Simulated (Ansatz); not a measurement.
GeH$_{3}$NS (`[NH2][Ge][SH]`) at its PBE0-D4/def2-TZVP geometry, where that method's forces vanish. Charge 0, multiplicity 1.

```xyz
6

N    -0.5080    0.4505    1.0499
Ge    0.3086    0.9123   -0.5068
S     0.5610   -1.2062   -1.2371
H    -0.7210   -0.4830    1.3653
H    -0.8015    1.1564    1.7054
H     1.1610   -0.8299   -2.3766
```

(1) What forces (eV/Å) does B3LYP-D4/def2-TZVPP give on these atoms in Ansatz 0.2.0? (Best estimate.)

## Answers

(1) Computed: 
```
N1  -0.126 -0.052  0.242
Ge2  0.105  0.351 -0.168
S3   0.049 -0.257 -0.124
H4  -0.016 -0.003  0.031
H5  -0.013 -0.013  0.023
H6   0.001 -0.027 -0.005
```

B3LYP here is the variant with VWN-RPA as its local correlation; programs differ in this.
